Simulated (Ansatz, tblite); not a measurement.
Removing and adding an electron: IrCl(PH3)3 (P3IrH9Cl). Total charge 0; singlet. Geometry: PBE-D4/def2-SVP. Ansatz, gas phase; energy differences of separate SCF runs; the oxidised species was run as a doublet alone; the reduced species was run as a doublet alone.

```xyz
14

Ir   -0.333   -0.004    0.311
Cl   -2.071   -0.055    1.957
P    -0.143    2.202    0.861
H     0.820    3.063    0.232
H     0.153    2.524    2.224
H    -1.298    3.034    0.701
P     1.271    0.033   -1.211
H     2.397   -0.865   -1.122
H     2.036    1.233   -1.430
H     0.986   -0.231   -2.601
P    -0.817   -2.228    0.053
H    -2.150   -2.565   -0.349
H    -0.741   -3.048    1.224
H    -0.112   -3.095   -0.849
```

In the def2 sets Ir takes a core potential; there is no spin–orbit coupling. The xTB rows come from tblite. Correlated methods freeze 20 core orbitals; core or outer-core shells of Ir are correlated, in sets that lack core-valence functions. The rows differ in basis, and correlated rows in double-zeta sets carry the largest basis error. HOMO above LUMO, or a gap near zero within one spin, warns that the state may not be the lowest or that an electron is smeared out.

```json
{"level": "GFN1-xTB", "−HOMO (eV)": "9.88", "vertical IE (eV)": "12.81", "−LUMO (eV)": "6.85", "vertical EA (eV)": "4.52", "HOMO–LUMO gap (eV)": "3.03", "IE − EA (eV)": "8.29"}
{"level": "GFN2-xTB", "−HOMO (eV)": "8.86", "vertical IE (eV)": "11.56", "−LUMO (eV)": "6.38", "vertical EA (eV)": "4.44", "HOMO–LUMO gap (eV)": "2.48", "IE − EA (eV)": "7.13"}
{"level": "HF/def2-SVP", "−HOMO (eV)": "–", "vertical IE (eV)": "5.59", "−LUMO (eV)": "–", "vertical EA (eV)": "–", "HOMO–LUMO gap (eV)": "–", "IE − EA (eV)": "–"}
{"level": "r2SCAN-D4/def2-TZVP", "−HOMO (eV)": "4.80", "vertical IE (eV)": "7.30", "−LUMO (eV)": "1.52", "vertical EA (eV)": "–", "HOMO–LUMO gap (eV)": "3.28", "IE − EA (eV)": "–"}
{"level": "PBE0-D4/def2-TZVP", "−HOMO (eV)": "5.73", "vertical IE (eV)": "7.26", "−LUMO (eV)": "0.90", "vertical EA (eV)": "–", "HOMO–LUMO gap (eV)": "4.83", "IE − EA (eV)": "–"}
{"level": "CCSD(T)/def2-SVP", "−HOMO (eV)": "–", "vertical IE (eV)": "7.00", "−LUMO (eV)": "–", "vertical EA (eV)": "–", "HOMO–LUMO gap (eV)": "–", "IE − EA (eV)": "–"}
```

Problem. Estimate the rows for PBE-D4/def2-TZVP, PBE-D4/def2-TZVPD, r2SCAN-D4/def2-TZVPD, PBE0-D4/def2-TZVPD, MP2/def2-SVP, CCSD/def2-SVP.

Solution. 
```json
{"level": "PBE-D4/def2-TZVP", "−HOMO (eV)": "4.60", "vertical IE (eV)": "7.43", "−LUMO (eV)": "1.63", "vertical EA (eV)": "–", "HOMO–LUMO gap (eV)": "2.96", "IE − EA (eV)": "–", "remarks": "–"}
{"level": "PBE-D4/def2-TZVPD", "−HOMO (eV)": "4.66", "vertical IE (eV)": "–", "−LUMO (eV)": "1.71", "vertical EA (eV)": "-0.16", "HOMO–LUMO gap (eV)": "2.95", "IE − EA (eV)": "–", "remarks": "HOMO above zero (-1 doublet), gap within one spin near zero (-1 doublet)"}
{"level": "r2SCAN-D4/def2-TZVPD", "−HOMO (eV)": "4.83", "vertical IE (eV)": "–", "−LUMO (eV)": "1.56", "vertical EA (eV)": "-0.28", "HOMO–LUMO gap (eV)": "3.27", "IE − EA (eV)": "–", "remarks": "HOMO above zero (-1 doublet)"}
{"level": "PBE0-D4/def2-TZVPD", "−HOMO (eV)": "5.77", "vertical IE (eV)": "–", "−LUMO (eV)": "0.97", "vertical EA (eV)": "-0.32", "HOMO–LUMO gap (eV)": "4.80", "IE − EA (eV)": "–", "remarks": "HOMO above zero (-1 doublet)"}
{"level": "MP2/def2-SVP", "−HOMO (eV)": "–", "vertical IE (eV)": "7.47", "−LUMO (eV)": "–", "vertical EA (eV)": "–", "HOMO–LUMO gap (eV)": "–", "IE − EA (eV)": "–", "remarks": "–"}
{"level": "CCSD/def2-SVP", "−HOMO (eV)": "–", "vertical IE (eV)": "6.90", "−LUMO (eV)": "–", "vertical EA (eV)": "–", "HOMO–LUMO gap (eV)": "–", "IE − EA (eV)": "–", "remarks": "–"}
```

Relaxing the oxidised species (PBE-D4/def2-SVP) changes its energy by -0.29 eV at PBE-D4/def2-TZVP, so the adiabatic ionisation energy to this nearest minimum is 7.14 eV. At PBE0-D4/def2-TZVP it is 7.08 eV.  Relaxing the reduced species (PBE-D4/def2-SVPD) changes its energy by -0.67 eV at PBE-D4/def2-TZVPD, so the adiabatic electron affinity to this nearest minimum is 0.50 eV. At PBE0-D4/def2-TZVPD it is 0.28 eV. The highest occupied level of the relaxed charge -1 doublet lies above zero (up to 0.69 eV). By energy differences its removal costs 0.50 eV (each at its own geometry, to the charge 0 singlet, at PBE-D4/def2-TZVPD); the vertical value is larger still, so the positive level points to self-interaction error.     A HOMO above zero means that the electron is unbound at that level or that self-interaction error raises the level; the energy of removing that electron tells which. Raw xTB energy differences between charge states are shifted by several eV; the methods need an empirical correction for them. A negative affinity means that the extra electron isn't bound; its size then hangs on the basis.
